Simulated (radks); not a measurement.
Valence configurations of Cd IV (all share [Kr]). Calculated with a radial shooting solver on a logarithmic mesh with Libxc functionals: Dirac Kohn-Sham, BLYP, spin-unpolarised, spherical densities, finite nucleus; open shells fill j = l - 1/2 first; Fermi nuclear charge, rms radius 4.6087 fm. Energies are relative to 4d9; eigenvalues in eV.

| valence | E (eV) | e(4d3/2) | e(4d5/2) | e(5p1/2) | e(5p3/2) | e(5s1/2) |
|---|---|---|---|---|---|---|
| 4d9 | 0.000 | -46.126 | -45.352 | - | - | - |
| 4d8.5 5s0.5 | 6.736 | -48.421 | -47.626 | - | - | -33.482 |
| 4d8 5s1 | 14.148 | -50.756 | -49.940 | - | - | -34.426 |
| 4d8 5p1 | 22.101 | -51.830 | -51.010 | -27.094 | - | - |
| 4d7 5s1 5p1 | 39.428 | -56.562 | -55.699 | -28.537 | - | -36.939 |
| 4d7 5p2 | 47.873 | -57.579 | -56.712 | -29.065 | - | - |
| 4d6.5 5s0.5 5p2 | 57.819 | -59.967 | -59.079 | -29.765 | - | -38.451 |
| 4d5.5 5s1.5 5p2 | 79.949 | -64.812 | -63.880 | -31.150 | - | -40.229 |
| 4d5 5p4 | 112.93 | -69.511 | -68.549 | -32.979 | -31.940 | - |
| 4d4 5s1 5p4 | 140.62 | -74.413 | - | -34.304 | -33.188 | -44.129 |

NIST lists [Kr] 4d9 as the ground configuration; this level of theory agrees among the configurations tried. The energies are those of spherical spin-averaged densities, not of single terms.
